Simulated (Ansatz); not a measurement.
Born–Oppenheimer molecular dynamics of ClF2HOZr (6 atoms, charge 0, multiplicity 1). It goes on from the last frame of an earlier run, with new velocities.

Method: RHF/def2-SVP (Ansatz 0.2.0).

```
ensemble                      : NVE (Milne-controlled integrator)
time step                     : 0.5 fs
steps asked                   : 150
starting velocities drawn for : 300 K
masses                        : H 3.016 u
seed                          : 530165
```

First frame:

```xyz
6
Properties=species:S:1:pos:R:3
Zr -0.084 -0.042 -0.031
O -0.457 0.304 1.866
H -0.674 0.109 2.769
F 1.850 -0.201 -0.249
F -0.934 1.378 -1.073
Cl -0.932 -2.029 -1.106
```

Task: How far do the bonds stretch over the last three quarters of this one trajectory? (Pairs bonded in most of those frames.)

Result: 
```
   bond  mean (Å)  spread (Å)  shortest  longest
 Zr1–O2     1.903       0.041      1.85     1.96
 Zr1–F4     1.900       0.032      1.86     1.95
 Zr1–F5     1.907       0.056      1.83     1.99
Zr1–Cl6     2.358       0.031      2.32     2.42
  O2–H3     0.945       0.019      0.91     0.97
```

Mean temperature of the second half: 424 K. The conserved energy stayed within 0.002 meV per atom of its start (net change 0.00017 meV per atom), so the integration is sound. The kinetic energy rose, since the run started high on the potential surface and went downhill. A run of 0.075 ps of so small a system gives no equilibrium averages.

The run took 4.9 min on 1 thread of Arm Neoverse V2 (shared host), peak memory 0.18 GiB.
